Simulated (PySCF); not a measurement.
A side-by-side comparison of computed properties.

First species: C6H15PSi.
InChI=1S/C6H15PSi/c1-2-8-5-3-7-4-6-8/h7-8H,2-6H2,1H3

Second species: C8H13NSi.
Structure used (GFN2-xTB), in Å, numbered top down from 1:
```xyz
23
C8H13NSi angstrom
C     -4.230   -0.260   -0.502
C     -2.759   -0.647   -0.455
C     -1.961    0.276    0.475
C     -0.538   -0.156    0.562
C      0.501    0.573    0.155
C      1.889    0.140    0.229
C      2.120   -1.133    0.809
N      2.282   -2.163    1.286
C      2.922    0.882   -0.216
Si     4.747    0.429   -0.154
H     -4.675   -0.325    0.488
H     -4.776   -0.924   -1.168
H     -4.346    0.760   -0.862
H     -2.662   -1.678   -0.105
H     -2.332   -0.594   -1.459
H     -2.022    1.305    0.113
H     -2.408    0.237    1.472
H     -0.373   -1.146    0.968
H      0.346    1.562   -0.260
H      2.669    1.846   -0.645
H      5.284    0.625   -1.504
H      4.928   -0.949    0.284
H      5.390    1.366    0.772
```

Levels: PBE0/pcSseg-1 for HOMO energy, LUMO energy and HOMO–LUMO gap. Geometries: GFN2-xTB. All species are isolated and taken at one optimised geometry, non-relativistic unless stated; the electronic structure was computed with PySCF and density fitting.

Dipoles, sizes and rotational constants follow the conformer. The torsions of the flexible species, by atom-mapped SMILES:
- `[CH3:1][CH2:2][CH2:3]/[CH:4]=[CH:5]/[C:6]([C:7]#[N:8])=[CH:9]/[SiH3:10]`: C1–C2–C3–C4 177°, C2–C3–C4–C5 117°, C4–C5–C6–C7 -2°

The conformers of `CC[SiH]1CCPCC1` aren't listed.

Values for the first species:

```
HOMO energy   : -6.61 eV
LUMO energy   : 1.03 eV
HOMO–LUMO gap : 7.64 eV
```

Question: Estimate the same properties for the second species, and the change in each.

Answer: 
```json
{"property": "HOMO energy", "first": "-6.61 eV", "second": "-7.14 eV", "second less first": "-0.53 eV"}
{"property": "LUMO energy", "first": "1.03 eV", "second": "-1.91 eV", "second less first": "-2.94 eV"}
{"property": "HOMO–LUMO gap", "first": "7.64 eV", "second": "5.23 eV", "second less first": "-2.41 eV"}
```

